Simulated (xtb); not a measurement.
CuH, SMILES [CuH] (connectivity only; charge and spin as stated), neutral, multiplicity 1. All values are semi-empirical tight-binding results from xtb (GFN2-xTB unless named), good for trends rather than for accurate numbers. The structure is a stationary point at GFN2-xTB. The spin state was assumed, not searched.

For metal compounds this method's bond lengths and energies can be far off.

The point group as xtb finds it is C∞v and the orbital gap is 5.47 eV.
